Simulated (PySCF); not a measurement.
Radial density of Ge²⁺ (germanium, charge +2)

BP86, [Ar] 3d10 4s2, closed-shell 1S. Calculation: PySCF 2.14, in cc-pVTZ-PP with ECP10MDF (5s4p3d1f, 39 functions); a scalar-relativistic core potential. This is the valence pseudo-density: the core potential removes the inner electrons and smooths the orbitals near the nucleus.

```json
{"r (bohr)": "0.000946", "4πr²ρ (e/bohr)": "1.060e-05"}
{"r (bohr)": "0.00159", "4πr²ρ (e/bohr)": "2.981e-05"}
{"r (bohr)": "0.00268", "4πr²ρ (e/bohr)": "8.290e-05"}
{"r (bohr)": "0.00450", "4πr²ρ (e/bohr)": "0.0002239"}
{"r (bohr)": "0.00757", "4πr²ρ (e/bohr)": "0.0005655"}
{"r (bohr)": "0.0127", "4πr²ρ (e/bohr)": "0.001286"}
{"r (bohr)": "0.0214", "4πr²ρ (e/bohr)": "0.002719"}
{"r (bohr)": "0.0360", "4πr²ρ (e/bohr)": "0.006316"}
{"r (bohr)": "0.0606", "4πr²ρ (e/bohr)": "0.03467"}
{"r (bohr)": "0.102", "4πr²ρ (e/bohr)": "0.3285"}
{"r (bohr)": "0.171", "4πr²ρ (e/bohr)": "2.458"}
{"r (bohr)": "0.288", "4πr²ρ (e/bohr)": "11.97"}
{"r (bohr)": "0.485", "4πr²ρ (e/bohr)": "28.20"}
{"r (bohr)": "0.816", "4πr²ρ (e/bohr)": "16.62"}
{"r (bohr)": "1.37", "4πr²ρ (e/bohr)": "3.564"}
{"r (bohr)": "2.31", "4πr²ρ (e/bohr)": "0.9517"}
{"r (bohr)": "3.88", "4πr²ρ (e/bohr)": "0.05400"}
{"r (bohr)": "6.53", "4πr²ρ (e/bohr)": "0.0001257"}
```

Energies and moments cover only the electrons outside the core potential.
